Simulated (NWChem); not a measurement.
Molecule: SiI3, doublet; SMILES I[Si](I)I

In the optimisation the excess spin sits in a (C3, its own frame). No frequency run checked for a minimum. def2 effective core potentials on I; no spin-orbit coupling.

**Question.** Give the equilibrium geometry at PBE0/def2-SVP with def2 effective core potentials on I, spin-unrestricted (NWChem) as an XYZ file, with the point group.

**Answer.** point group C3v; any orientation.
```
4

I     -2.3292    -0.1828    -0.0475
Si     0.0000     0.0000     0.7136
I      1.3229    -1.9257    -0.0475
I      1.0063     2.1085    -0.0475
```
